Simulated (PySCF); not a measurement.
# Worked example: oscillator strength and radiative lifetime

CH5FN2Si2, SMILES N1[SiH2]N[Si@H](F)C=1.

Coordinates come from a r2SCAN-D4/def2-SVP optimisation. The structure was generated by enumeration; whether it is a known compound was not checked.

PySCF with TDA-PBE/def2-SVPD puts the first singlet state with f over 0.02 at 4.31 eV (vertical), with the transition dipole (0.450, 0.115, -0.109) in atomic units.

Question: Find the oscillator strength, the wavelength and the radiative lifetime that this transition would have in vacuum if emission retraced absorption.

Answer: 
|μ|² = 0.2276 au, so |μ| = 1.21 D. ΔE = 4.31/27.211 = 0.1584 hartree. f = (2/3) ΔE |μ|² = 0.024 (the program prints 0.024).
λ = 1239.84/4.31 = 288 nm; ν = 34762 cm⁻¹.
Einstein's coefficient A = 0.6670 ν² f s⁻¹ (ν in cm⁻¹) = 1.9e7 s⁻¹, so τ = 1/A = 52 ns. This state is S2; the lower singlet has f = 0.001. The figure is the radiative limit of this one transition; relaxation, internal conversion, crossing to triplets and a medium change what is measured.
